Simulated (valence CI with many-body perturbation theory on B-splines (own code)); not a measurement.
**Hyperfine factors and g values of Rb²²⁺**

Calculated by relativistic CI+MBPT: five valence electrons over a frozen Dirac-Fock core [Ne], radial functions for each j: 9 s, 9 p, 8 d, 6 f, 3 g, 1 h, with the one-electron correlation potential Σ1, the two-electron term Σ2, the three-electron term Σ3, Breit, model QED; selected CI, second order for the rest (own B-spline code, finite nucleus).

No measured spectrum was set against this ion. As an estimate, levels of excited configurations hold to 0.05 to 0.15 % of their energy, terms of the ground configuration to about 0.5 %. Among the levels kept, up to 460 cm⁻¹ of a level comes from second order outside the variational space, and about a tenth of that is noise between levels of different J, which matters for small intervals.

A/g_I is the dipole constant over the nuclear g factor μ/I (μ in nuclear magnetons, uniformly magnetised nucleus), B/Q the quadrupole constant per barn. Both hold the static response of the core; the bare values leave it out. Large factors of s and p1/2 electrons are usually good to 5 to 10 %; those of open d and f shells near neutrality can be off by tens of per cent, and small factors of p3/2, d and f electrons come from cancelling terms and can be off by a factor of two or in sign, in half-filled shells by more. B is blank for J = 1/2, where it vanishes, and for nearly pure S terms. Energies count from the lowest level.

Names give the largest LS component (configuration and term), which can be under half, so a name can repeat, a term be missing and a line seem to break the LS rules; names also repeat where a configuration has a term twice. Letters in brackets count levels of one name in rising energy.

```csv
Level,E (cm⁻¹),g,A/g_I (MHz),A/g_I bare,B/Q (MHz/b),B/Q bare
3s2.3p3 4S°_3/2,0,1.706,10500,11000,13400,13100
3s2.3p3 2D°_3/2,86995,1.179,8270,8340,22600,21900
3s2.3p3 2D°_5/2,118690,1.198,33400,32600,-166,-160
3s2.3p3 2P°_1/2,166660,0.663,96000,92500,,
3s2.3p3 2P°_3/2,241680,1.244,18800,18500,-36100,-35100
3s.3p4 4P_5/2,544350,1.561,69500,67600,21200,20700
3s.3p4 4P_3/2,601880,1.612,34600,34300,-23400,-22700
3s.3p4 4P_1/2,614960,2.561,176000,171000,,
3s.3p4 2D_3/2,677420,0.999,6720,6870,-28800,-27900
3s.3p4 2D_5/2,707640,1.231,76400,73900,-51600,-50100
3s2.3p2.3d 4F_3/2,748200,0.747,5770,6030,2010,2250
3s2.3p2.3d 2P_3/2 [a],767620,1.016,9970,10100,-1210,-1060
3s.3p4 2P_1/2,770960,1.157,64000,61900,,
3s2.3p2.3d 4F_5/2,776930,1.131,5010,5410,13600,13700
3s2.3p2.3d 2F_5/2,811600,0.941,26000,25400,-11100,-10500
3s2.3p2.3d 4F_7/2,824220,1.231,9150,9430,8280,8540
3s2.3p2.3d 4D_1/2,828850,0.536,80700,77700,,
3s2.3p2.3d 2F_7/2 [a],836780,1.244,11700,12000,22100,21700
3s2.3p2.3d 4D_3/2,845340,1.119,11200,11500,-14100,-13700
3s2.3p2.3d 4F_9/2,857470,1.280,15600,15600,-4570,-3860
3s2.3p2.3d 4D_5/2,869880,1.205,16100,16100,-13400,-12900
3s2.3p2.3d 2P_1/2 [a],877520,1.075,126000,121000,,
3s2.3p2.3d 2G_7/2,920390,1.109,17100,17000,27200,26800
3s.3p4 2P_3/2,929750,1.202,-7450,-6450,11000,10800
3s2.3p2.3d 4P_5/2,940400,1.501,8960,9530,1930,1880
3s2.3p2.3d 2F_7/2 [b],951670,1.117,12700,12700,23000,22800
3s2.3p2.3d 4P_3/2,954620,1.523,16600,16900,-7520,-7490
3s2.3p2.3d 4P_1/2,960810,2.196,67500,66000,,
3s2.3p2.3d 2G_9/2,975100,1.161,12500,12600,49900,49000
3s2.3p2.3d 2D_3/2 [a],981460,0.968,17600,17500,11100,10900
3s2.3p2.3d 2D_5/2 [a],1012800,1.120,9980,10100,15200,15100
3s2.3p2.3d 2P_1/2 [b],1013800,1.063,4120,3980,,
3s2.3p2.3d 2P_1/2 [c],1043100,0.919,-16600,-15800,,
3s2.3p2.3d 2D_3/2 [b],1044400,0.975,13400,13200,-9650,-9550
3s2.3p2.3d 2D_5/2 [b],1049000,1.107,17900,17700,-7310,-6900
3s2.3p2.3d 2D_5/2 [c],1071700,1.196,9130,9400,40700,39800
3s2.3p2.3d 2F_7/2 [c],1084600,1.130,15800,15800,-4550,-3980
3s2.3p2.3d 2P_3/2 [b],1103600,1.225,8730,9170,-7590,-7300
3s2.3p2.3d 2S_1/2,1116300,1.815,87700,85300,,
3s2.3p2.3d 2D_3/2 [c],1148100,0.857,9810,9920,11300,11200
```

Question: Take the isotope of mass number 87, with I = 3/2, μ = 2.75129 μN and Q = 0.1335 b. What is the hyperfine structure of 3s2.3p3 2P°_3/2?

Answer: From the table A = 34400 MHz, B = -4820 MHz. Shifts from the centre of gravity in MHz: F = 0: -135000, F = 1: -95800, F = 2: -22200, F = 3: 76200.
